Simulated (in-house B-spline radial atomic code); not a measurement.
Orbital energies and mean radii along the 27-electron series, configuration [Ar] 3d9. The effective charge is n√(-2ε), a non-relativistic measure. Computed with a B-spline radial code for spherical atoms: Dirac-Hartree-Fock, average of the configuration, finite nuclei.

```csv
ion,Z,energy of 3p3/2 (Eh),mean radius of 3p3/2 (bohr),energy of 3d5/2 (Eh),mean radius of 3d5/2 (bohr),effective charge of 3p3/2
Ni+,28,-3.3758,0.79155,-0.75848,1.042,7.7951
Cu2+,29,?,?,?,?,?
Zn3+,30,?,?,?,?,?
Ga4+,31,-6.5838,0.67297,-3.283,0.73905,10.886
Ge5+,32,-7.931,0.63926,-4.3927,0.68084,11.948
As6+,33,-9.4035,0.60843,-5.6258,0.63259,13.01
Se7+,34,-10.998,0.58023,-6.9792,0.59166,14.07
Br8+,35,-12.712,0.55439,-8.4511,0.55633,15.127
Kr9+,36,-14.545,0.53067,-10.04,0.52542,16.181
```

Q: Fill in the row of Cu2+.

A: energy of 3p3/2 (Eh): -4.292; mean radius of 3p3/2 (bohr): 0.74946; energy of 3d5/2 (Eh): -1.455; mean radius of 3d5/2 (bohr): 0.90667; effective charge of 3p3/2: 8.7895.

Q: Fill in the row of Zn3+.

A: energy of 3p3/2 (Eh): -5.3675; mean radius of 3p3/2 (bohr): 0.70973; energy of 3d5/2 (Eh): -2.3012; mean radius of 3d5/2 (bohr): 0.81162; effective charge of 3p3/2: 9.8293.

Q: How does the screening of 3p3/2 change?

A: Z less the effective charge goes from 20.20 at Z = 28 to 19.82 at Z = 36.
